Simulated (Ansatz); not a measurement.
LiAg₆⁺, relaxed as a singlet with RKS r2SCAN-D4/def2-SVP in Ansatz, starting from the GFN1-xTB geometry. Force threshold 0.02 eV/Å.

In the def2 sets Ag takes a core potential; there is no spin–orbit coupling. The structure comes from a short search, and lower isomers may exist.

Start:

```xyz
7

Li    1.256   -0.144   -0.364
Ag   -0.441    1.204   -2.066
Ag    0.405    2.363    0.404
Ag    0.029   -2.211    1.029
Ag   -1.318    0.156    0.376
Ag   -0.637   -1.619   -1.681
Ag    0.708    0.251    2.303
```

| step | energy (eV) | largest force component (eV/Å) | SCF passes |
| --- | --- | --- | --- |
| 1 | -24206.1964 | 0.513 | 19 |
| 2 | -24206.2642 | 0.258 | 21 |
| 3 | -24206.2844 | 0.054 | 19 |
| 4 | -24206.2849 | 0.015 | 23 |

Force components are those of the run's own axes.

End:

Cartesian coordinates in Å:
```
Li 1.354 -0.159 -0.385
Ag -0.464 1.186 -2.024
Ag 0.362 2.329 0.408
Ag 0.008 -2.166 1.015
Ag -1.229 0.144 0.350
Ag -0.684 -1.592 -1.649
Ag 0.654 0.257 2.286
```

By distances, no bond broke or formed. The bond that changes most is Ag5–Ag6, from 2.80 to 2.70 Å (atoms count from 1).

No frequencies were taken in this run, so the end may be a saddle point.

Hardware: 4 threads of Arm Neoverse V1 on a shared host. Wall time 38 s.
